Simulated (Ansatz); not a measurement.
Results of the Gaussian-basis code of Ansatz.

A structure relaxed at PBE0-D4/def2-TZVP, charge 0, multiplicity 1:

Cartesian coordinates in Å:
```
C 1.486 0.706 -1.236
C 0.511 0.934 -0.088
C -0.603 1.897 -0.479
In -0.281 -0.932 0.677
N -2.259 -1.247 0.996
N 0.835 -2.562 1.141
H 0.995 0.252 -2.102
H 1.913 1.658 -1.577
H 2.318 0.057 -0.953
H 1.064 1.364 0.754
H -0.187 2.852 -0.826
H -1.274 2.116 0.355
H -1.215 1.500 -1.294
H -2.875 -0.459 1.126
H -2.547 -1.998 1.606
H 0.377 -3.460 1.191
H 1.740 -2.677 0.710
```

Question: Give its formula and SMILES.

Answer: C3H11InN2, `C[CH](C)[In]([NH2])[NH2]`.

Question: Point group (tolerance 0.08 Å, 0.16 Å for H)?

Answer: C1.

Question: Summarise the bond lengths by kind.

Answer: 2 × C–C 1.522 to 1.523 Å; 7 × C–H 1.093 to 1.098 Å; 1 × C–In 2.167 Å; 2 × In–N 2.029 Å; 4 × H–N 1.008 to 1.009 Å.
